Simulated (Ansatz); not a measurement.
Reaction (formal exchange of groups at the Al–C bond): `[CH3][AlH][CH]=N` + `[CH3][GaH2]` → `[CH3][AlH][CH2][GaH2]` + `C=N`

Calculated with Ansatz (gas phase, PBE0-D4/def2-TZVP geometries, no zero-point term in ΔE). CBS: MP2 limit from def2 TZ/QZ plus the TZ coupled-cluster correction, frozen cores. This one scheme is used for every species. DFT in def2-TZVPP. For Ga outer-core shells are correlated without core-valence functions, which leaves a few kJ/mol of doubt a bond. Scalar relativity is left out up to krypton. One conformer a species, not always the lowest.

```json
{"level": "LDA (SPW92)", "ΔE (kJ/mol)": "-35.4", "difference from CCSD(T)/CBS": "-0.9"}
{"level": "r2SCAN-D4", "ΔE (kJ/mol)": "-35.1", "difference from CCSD(T)/CBS": "-0.6"}
{"level": "B97M-V", "ΔE (kJ/mol)": "-32.7", "difference from CCSD(T)/CBS": "1.8"}
{"level": "r2SCAN0-D4", "ΔE (kJ/mol)": "-35.2", "difference from CCSD(T)/CBS": "-0.7"}
{"level": "BHLYP", "ΔE (kJ/mol)": "-27.8", "difference from CCSD(T)/CBS": "6.7"}
{"level": "HF/def2-TZVPP", "ΔE (kJ/mol)": "-26.4", "difference from CCSD(T)/CBS": "8.1"}
{"level": "MP2/def2-TZVPP", "ΔE (kJ/mol)": "-36.2", "difference from CCSD(T)/CBS": "-1.7"}
{"level": "CCSD(T)/def2-TZVPP", "ΔE (kJ/mol)": "-33.8", "difference from CCSD(T)/CBS": "0.7"}
{"level": "SCS-MP2/def2-QZVPP", "ΔE (kJ/mol)": "-33.1", "difference from CCSD(T)/CBS": "1.4"}
{"level": "CCSD/CBS(def2)", "ΔE (kJ/mol)": "-33.3", "difference from CCSD(T)/CBS": "1.2"}
{"level": "CCSD(T)/CBS", "ΔE (kJ/mol)": "-34.5", "difference from CCSD(T)/CBS": "0"}
```

Largest T1 diagnostic among the species: 0.012.

At CCSD(T), def2-SVP lies +3.5 kJ/mol from the extrapolated value and def2-TZVPP +0.7 kJ/mol. Leaving LDA and LC-ωPBE aside and taking each functional with its dispersion term where it has one, the values, not all of them listed here, spread over 6.7 kJ/mol, from r2SCAN0-D4 to BLYP-D4. LDA lies −4.4 kJ/mol from PBE without D4.
